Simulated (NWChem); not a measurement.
System: BeCl2; SMILES [Cl][Be][Cl]

Parts of the log:

```
             Northwest Computational Chemistry Package (NWChem) 7.3.0
             --------------------------------------------------------

                             Geometry "geometry" -> ""
                             -------------------------

 Output coordinates in angstroms (scale by  1.889725989 to convert to a.u.)

  No.       Tag          Charge          X              Y              Z
 ---- ---------------- ---------- -------------- -------------- --------------
    1 Be                   4.0000     0.00000000     0.00000000     0.00000000
    2 Cl                  17.0000     0.00000000     0.00000000     1.81373500
    3 Cl                  17.0000     0.00000000     0.00000000    -1.81373500

 Effective nuclear repulsion energy (a.u.)      81.8389777693

                              NWChem Property Module
                              ----------------------

  itol2e modified to match energy
  convergence criterion.

                                 NWChem DFT Module
                                 -----------------

 Summary of "ao basis" -> "ao basis" (spherical)
 ------------------------------------------------------------------------------
       Tag                 Description            Shells   Functions and Types
 ---------------- ------------------------------  ------  ---------------------
 Be                         6-311g**                 8       18   4s3p1d
 Cl                         6-311g**                12       26   6s5p1d

  itol2e modified to match energy
  convergence criterion.

            General Information
            -------------------
          SCF calculation type: DFT
          Wavefunction type:  closed shell.
          No. of atoms     :     3
          No. of electrons :    38
           Alpha electrons :    19
            Beta electrons :    19
          Charge           :     0
          Spin multiplicity:     1
          Use of symmetry is: off; symmetry adaption is: off
          Maximum number of iterations: 150
          AO basis - number of functions:    70
                     number of shells:    32
          Convergence on energy requested:  1.00D-07
          Convergence on density requested:  1.00D-05
          Convergence on gradient requested:  5.00D-04

              XC Information
              --------------
                         B3LYP Method XC Potential
                     Hartree-Fock (Exact) Exchange  0.200
                        Slater Exchange Functional  0.800 local
                    Becke 1988 Exchange Functional  0.720 non-local
              Lee-Yang-Parr Correlation Functional  0.810
                  VWN I RPA Correlation Functional  0.190 local

             Grid Information
             ----------------
          Grid used for XC integration:  fine
          Radial quadrature: Mura-Knowles
          Angular quadrature: Lebedev.
          Tag              B.-S. Rad. Rad. Pts. Rad. Cut. Ang. Pts.
          ---              ---------- --------- --------- ---------
          Be                  1.05       70           8.0       590
          Cl                  1.00      123          11.0       770
          Grid pruning is: on
          Number of quadrature shells:   316
          Spatial weights used:  Erf1

      Superposition of Atomic Density Guess
      -------------------------------------

 Sum of atomic energies:        -933.52558747

      Non-variational initial energy
      ------------------------------

[...]

          -----------------------------------------
          Chemical Shielding Tensors (GIAO, in ppm)
          -----------------------------------------

                                NWChem CPHF Module
                                ------------------

  scftype          =     RHF
  nclosed          =       19
  nopen            =        0
  variables        =      969
  # of vectors     =        3
  tolerance        = 0.10D-03
  level shift      = 0.00D+00
  max iterations   =       50
  max subspace     =       30

 SCF residual:    9.8125246236076003E-005

Iterative solution of linear equations
  No. of variables      969
  No. of equations        3
  Maximum subspace       30
        Iterations       50
       Convergence  1.0D-04

   iter   nsub   residual    time
   ----  ------  --------  ---------
     1      3    2.83D-01      13.9
     2      6    4.85D-03      15.5
     3      9    2.67D-04      17.2
     4     12    9.94D-06      18.2

      Atom:    1  Be
        Diamagnetic
    142.6101      0.0000     -0.0000
      0.0000    142.6101     -0.0000
     -0.0000     -0.0000    167.2784

        Paramagnetic
    -84.9847     -0.0000      0.0000
     -0.0000    -84.9847      0.0000
      0.0000      0.0000      0.0000

        Total Shielding Tensor
     57.6254     -0.0000      0.0000
     -0.0000     57.6254      0.0000
      0.0000      0.0000    167.2784

           isotropic =      94.1764
          anisotropy =     109.6530

          Principal Components and Axis System
                 1           2           3
              167.2784     57.6254     57.6254

      1         0.0000     -0.6742      0.7386
      2         0.0000      0.7386      0.6742
      3         1.0000     -0.0000     -0.0000

      Atom:    2  Cl
        Diamagnetic
   1146.6900     -0.0000      0.0000
     -0.0000   1146.6900     -0.0000
      0.0000     -0.0000   1150.5623

        Paramagnetic
   -285.9288     -0.0000      0.0000
     -0.0000   -285.9288      0.0000
      0.0000      0.0000     -0.0000

        Total Shielding Tensor
    860.7611     -0.0000      0.0000
     -0.0000    860.7611      0.0000
      0.0000      0.0000   1150.5623

           isotropic =     957.3615
          anisotropy =     289.8011

          Principal Components and Axis System
                 1           2           3
             1150.5623    860.7611    860.7611

      1         0.0000      0.7209      0.6930
      2         0.0000     -0.6930      0.7209
      3         1.0000     -0.0000     -0.0000
```

Level: B3LYP/6-311G** (spherical d), GIAO. The geometry was optimised at PBE-D3(BJ)/def2-SVP. The printed shielding anisotropy is the first printed principal value minus the mean of the other two.

### Question
Write an input that gives this output.

### Answer
This is not unique; one that fits is the input that was run:
```
start job
memory heap 200 mb stack 900 mb global 1100 mb
geometry units angstroms noautosym nocenter noautoz
  Be     0.000000     0.000000     0.000000
  Cl     0.000000     0.000000     1.813735
  Cl     0.000000     0.000000    -1.813735
end
basis spherical
  * library 6-311g**
end
dft
  xc b3lyp
  iterations 150
end
property
  shielding 2 1 2
end
task dft property
```
